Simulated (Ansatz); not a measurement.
`N[SiH]([SiH3])Cl` + H₂O → `O[SiH]([SiH3])Cl` + NH₃ at 700 K and 1 bar (formal hydrolysis of the Si–N bond).

Gas-phase electronic energies from Ansatz, PBE0-D4/def2-TZVP geometries. CCSD(T)/CBS is the MP2 limit (def2-TZVPP, def2-QZVPP) plus CCSD(T) − MP2 in def2-TZVPP, frozen cores. This one scheme is used for every species. One conformer a species, not always the lowest.

| species | CCSD(T)/CBS energy (Eh) | H − E (kJ/mol) | S (J/(mol·K)) |
| --- | --- | --- | --- |
| `N[SiH]([SiH3])Cl` | -1096.32520 | 243.5 | 478.7 |
| H₂O | -76.37941 | 80.5 | 218.4 |
| `O[SiH]([SiH3])Cl` | -1116.20942 | 206.9 | 466.7 |
| NH₃ | -56.50880 | 116.9 | 226.5 |

H − E and S are ideal-gas, rigid-rotor, harmonic terms from PBE0-D4/def2-TZVP, for one conformer and one mirror image of each species. 1 Eh = 2625.50 kJ/mol, R = 8.31446 J/(mol·K).

Problem. By hand: ΔE, ΔH, ΔS and ΔG.

Solution. ΔE = (-1116.20942) + (-56.50880) − (-1096.32520) − (-76.37941) = -0.01361 Eh = -35.7 kJ/mol. Δ(H − E) = 206.9 + 116.9 − 243.5 − 80.5 = -0.2, so ΔH = -35.9 kJ/mol. ΔS = 466.7 + 226.5 − 478.7 − 218.4 = -3.9 J/(mol·K). ΔG = -35.9 − 700 × (-3.9)/1000 = -33.2 kJ/mol.

Problem. By hand: the equilibrium constant, and the temperature at which ΔG would vanish if ΔH and ΔS stayed fixed.

Solution. log₁₀ K = −ΔG/(RT ln 10) = 2.5. ΔG = 0 at ΔH/ΔS = 9205 K, far beyond where these terms or the molecules hold.

The number of gas molecules stays the same, so ΔS is small and ΔH decides. A doubt of 5 kJ/mol in ΔE shifts log₁₀ K by 0.4 here. Other conformers and mirror images would add mixing entropy, several J/(mol·K) or more a flexible species. These are equilibria of isolated gas molecules and say nothing of rates. Largest T1 diagnostic: 0.012 (customary marks: 0.02 for closed shells, 0.045 for open ones).
